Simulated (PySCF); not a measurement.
Relaxation of quintet RhO₂⁺

Level of theory: UB3LYP/[Rh def2-TZVP with ECP28, O def2-TZVP], scalar-relativistic core potentials, density fitting, no spin–orbit coupling, PySCF. A (50,194) grid was used.

A start at the PBE0 minimum, of Cs symmetry, held to at least that symmetry:

Coordinates in bohr (charge 1 multiplicity 5):
```
Rh   -0.1324    0.0000   -1.2866
O     1.2130    0.0000    4.9456
O    -0.3610    0.0000    3.3320
```

Optimiser trace:
```json
{"step": "0", "E − E(last) (kJ/mol)": "5.23", "largest gradient (Eh/bohr)": "0.01823"}
{"step": "1", "E − E(last) (kJ/mol)": "4.22", "largest gradient (Eh/bohr)": "0.01102"}
{"step": "2", "E − E(last) (kJ/mol)": "3.08", "largest gradient (Eh/bohr)": "0.00712"}
{"step": "3", "E − E(last) (kJ/mol)": "0.40", "largest gradient (Eh/bohr)": "0.00917"}
{"step": "4", "E − E(last) (kJ/mol)": "0.25", "largest gradient (Eh/bohr)": "0.00151"}
{"step": "5", "E − E(last) (kJ/mol)": "0.18", "largest gradient (Eh/bohr)": "0.00121"}
{"step": "6", "E − E(last) (kJ/mol)": "0.11", "largest gradient (Eh/bohr)": "0.00253"}
{"step": "7", "E − E(last) (kJ/mol)": "0.05", "largest gradient (Eh/bohr)": "0.00274"}
{"step": "8", "E − E(last) (kJ/mol)": "0.01", "largest gradient (Eh/bohr)": "0.00100"}
{"step": "9", "E − E(last) (kJ/mol)": "0.00", "largest gradient (Eh/bohr)": "0.00008"}
```

It ends at Cs with O–O 1.205 Å, Rh–O 2.212 Å; O–O–Rh 149.9°. A frequency run shows a minimum. Other isomers or separated fragments may lie lower.

Open d and f shells are described by one determinant, and the ground state may have another occupation or spin.

The relaxation took 32 s on 4 threads of a shared Intel Xeon @ 2.50GHz (Skylake/Cascade Lake) host, with 102 basis functions and 10 gradients; the process peaked at 0.55 GiB.
